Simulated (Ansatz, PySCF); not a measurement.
System: C$_{2}$H$_{4}$O (charge +1, doublet). 
Coordinates optimised at B3LYP-D3(BJ)/def2-TZVP (Ansatz, an electronic-structure program):
```
C
H 1 1.0959
H 1 1.0984 2 111.25
H 1 1.0984 2 111.25 3 -117.50
C 1 1.4405 2 112.67 3 121.25
O 5 1.2263 1 137.21 2 0.00
H 6 0.9929 5 120.16 1 0.00
```
Charge +1, spin multiplicity 2.

Total electronic energies in hartree. Correlated levels leave the core frozen unless marked. Open shells are spin-unrestricted. Spin-orbit coupling is left out. Non-relativistic unless marked X2C. CBS marks a two-point X^-3 extrapolation of the correlation energy; Hartree-Fock from the larger set. The bracket is a focal-point correction in the basis named.

```json
[
 {"level": "SVWN5/def2-TZVPD", "program": "PySCF", "energy (Eh)": "___"},
 {"level": "B2GP-PLYP-D4/def2-TZVPD", "program": "Ansatz + dftd4", "energy (Eh)": "___"},
 {"level": "MP2/cc-pVDZ", "program": "Ansatz", "energy (Eh)": "-153.00856"},
 {"level": "RI-MP2/aug-cc-pVTZ", "program": "Ansatz", "energy (Eh)": "-153.16485"},
 {"level": "CCSD/aug-cc-pVDZ", "program": "Ansatz", "energy (Eh)": "-153.06331"},
 {"level": "CCSD(T)/aug-cc-pVDZ", "program": "Ansatz", "energy (Eh)": "-153.07882"},
 {"level": "CCSD(T)/cc-pVDZ", "program": "PySCF", "energy (Eh)": "-153.05336"},
 {"level": "X2C-CCSD(T)/cc-pVTZ-DK", "program": "Ansatz", "energy (Eh)": "-153.28378"},
 {"level": "RI-MP2/CBS(cc-pVTZ,cc-pVQZ)+[CCSD(T)-MP2]/cc-pVTZ", "program": "Ansatz", "energy (Eh)": "-153.2760"}
]
```

Question: Fill in the missing entries.

Answer: 
- SVWN5/def2-TZVPD, energy (Eh): -152.23337
- B2GP-PLYP-D4/def2-TZVPD, energy (Eh): -153.35569
